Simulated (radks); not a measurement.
Values are calculated unless marked as measured or tabulated.
Q: These are the eigenvalues of the occupied orbitals of an atom or ion with whole-number occupations (eV). Level of theory: scalar-relativistic Kohn-Sham, SCAN, spin-polarised, spherical densities, finite nucleus; meta-GGA in the generalised Kohn-Sham scheme; Fermi nuclear charge, rms radius of each element as measured or else 0.836 A^(1/3) + 0.57 fm (a radial shooting solver on a logarithmic mesh with Libxc functionals).

| orbital | eigenvalue |
|---|---|
| 1s up | -33397.00 |
| 1s down | -33396.96 |
| 2s up | -5479.830 |
| 2s down | -5478.777 |
| 2p up | -4951.474 |
| 2p down | -4950.591 |
| 3s up | -1384.858 |
| 3s down | -1384.383 |
| 3p up | -1212.210 |
| 3p down | -1211.598 |
| 3d up | -956.3635 |
| 3d down | -955.3032 |
| 4s up | -497.3765 |
| 4s down | -492.7630 |
| 4p up | -438.5362 |
| 4p down | -433.9305 |
| 4d up | -350.6586 |

Which element is it, and in what charge state? The configuration may be excited. Open shells, if any, are filled with parallel spins first.

A: Z = 53, iodine, charge +15: I15+ in [Kr] 4d2. The list shows which subshells hold electrons but not how many an open one holds; the 1s level, -1227.3 hartree, gives Z - s = 49.5 by -(Z - s)^2/2, which with screening and relativity narrows Z to a few neighbours, and the depths of the outer levels then fix element, charge and occupations together.
